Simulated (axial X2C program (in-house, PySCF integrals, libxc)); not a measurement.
# Spin–orbit effects down a group: molecules with Mo (ions), PBE0

Computed with an in-house all-electron X2C program for linear molecules (integrals from PySCF), spin-free (one-electron X2C) or two-component (2c: spin–orbit coupling with atomic mean-field Coulomb and Gaunt terms, which also bring small scalar terms), in Dyall basis sets with cores contracted in-house; open shells are unrestricted.

Basis sets: Mo dyall-cv3z, O dyall-av3z, S dyall-av3z, Se dyall-cv3z.

```json
{"molecule": "MoO⁺", "spin-free state": "M_S = 3/2, Λ = 0", "Re (Å)": "1.613", "ωe (cm⁻¹)": "1075.8", "De (eV)": "4.68", "2c state": "Ω = 3/2", "Re 2c (Å)": "1.613", "ωe 2c (cm⁻¹)": "1075.0", "De 2c (eV)": "4.68"}
{"molecule": "MoS⁺", "spin-free state": "M_S = 3/2, Λ = 0", "Re (Å)": "2.059", "ωe (cm⁻¹)": "516.7", "De (eV)": "3.40", "2c state": "Ω = 3/2", "Re 2c (Å)": "2.059", "ωe 2c (cm⁻¹)": "516.1", "De 2c (eV)": "3.39"}
{"molecule": "MoSe⁺", "spin-free state": "M_S = 3/2, Λ = 0", "Re (Å)": "2.222", "ωe (cm⁻¹)": "315.9", "De (eV)": "2.99", "2c state": "Ω = 3/2", "Re 2c (Å)": "2.223", "ωe 2c (cm⁻¹)": "315.0", "De 2c (eV)": "2.93"}
```

Problem. Work out the shifts from the spin-free to the two-component result.

Solution. 

| molecule | 2c state | ΔRe (Å) | Δωe (cm⁻¹) | ΔDe (eV) |
| --- | --- | --- | --- | --- |
| MoO⁺ | Ω = 3/2 | 0.000 | -0.8 | 0.00 |
| MoS⁺ | Ω = 3/2 | 0.000 | -0.6 | -0.01 |
| MoSe⁺ | Ω = 3/2 | 0.001 | -0.9 | -0.06 |

Shifts of one unit in the last digit are rounding.

Fragments in 2c: Mo+ + O, Mo+ + S, Mo+ + Se. Each entry is the lowest single determinant of a limited PBE0 search at one distance. De goes to single-determinant-based atoms at the same level (for ions the charge split of lowest energy) and is withheld (n/a) where an atom does not fit its ground term or J level. Main or longest-lived isotopes. One determinant is a doubtful description, or other states lie close, for MoO⁺, MoS⁺, MoSe⁺; these need not be ground states, and all values refer to the states named. With several unpaired electrons the Ω given is that of one determinant, not necessarily of the lowest component. Some light 2c atoms are not at their ground J level, so De misses part of their lowering (0.04 eV or less). The functionals have no current term, which raises determinants with orbital currents.
